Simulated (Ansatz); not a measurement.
Geometry optimisation, RHF/def2-SVP in Ansatz 0.2.0.

Input file:

```yaml
crystal:
  periodic: [false, false, false]
  atoms:
    - { symbol: W, position_ang: [0.0, 0.0, 0.0] }
    - { symbol: O, position_ang: [0.9539, 0.0, 1.9156] }
    - { symbol: H, position_ang: [0.0444, -0.2814, 2.2528] }
    - { symbol: H, position_ang: [1.7505, 0.0, 0.7888] }
    - { symbol: F, position_ang: [0.0, 1.85, 0.0] }
    - { symbol: H, position_ang: [-1.72, 0.0, 0.0] }
    - { symbol: H, position_ang: [0.0, -1.72, 0.0] }
    - { symbol: F, position_ang: [0.0, 0.0, -1.85] }
basis:
  gaussian: { orbitals: def2-SVP }
hamiltonian:
  xc: hf
relax:
  f_tol: 0.15
  max_steps: 25
  restrain:
    - { distance: [1, 3], at: 2.21, k: 30.0 }
    - { distance: [0, 1], at: 1.94, k: 30.0 }
    - { distance: [0, 3], at: 1.72, k: 30.0 }
```

Command:

```bash
$ ansatz run input.yaml --threads 1 --pin off --max-ram 2048MiB --backend cpu --events-out ev --progress --plain --runs-dir out
```

Q: Where does it end, and by what steps?

A: The run converged. The restraints hold the end off the free minimum. After 15 steps the energy has fallen by 6.880 eV (the restraints' own energy left out); H4 moved furthest, 1.38 Å. Joined: H4–H7 (2.58 → 0.84 Å).

```csv
step,energy less start (eV),largest force component (eV/Å),accepted
0,0.0000,3.408,yes
1,-1.5371,4.394,yes
2,-2.7473,4.813,yes
3,-4.2062,2.574,yes
4,-5.2167,1.792,yes
5,-5.8263,1.842,yes
6,-6.2041,1.941,yes
7,-6.3721,2.090,yes
8,-6.4881,2.394,yes
9,-6.5452,2.331,yes
10,-6.7265,1.575,yes
11,-6.5685,4.941,no
12,-6.8386,1.824,yes
13,-6.8737,1.812,yes
14,-6.8841,1.667,yes
15,-6.8801,1.797,yes
```

```xyz
8
Properties=species:S:1:pos:R:3
W 0.028 0.353 0.061
O 0.192 0.155 1.923
H 0.588 -0.127 2.730
H 1.046 -1.054 0.247
F -0.335 2.225 -0.083
H -1.393 -0.517 -0.092
H 0.344 -1.465 0.033
F 0.560 0.277 -1.711
```

The run took 43 s on 1 thread of Arm Neoverse V2 (shared host), peak memory 0.2 GiB.
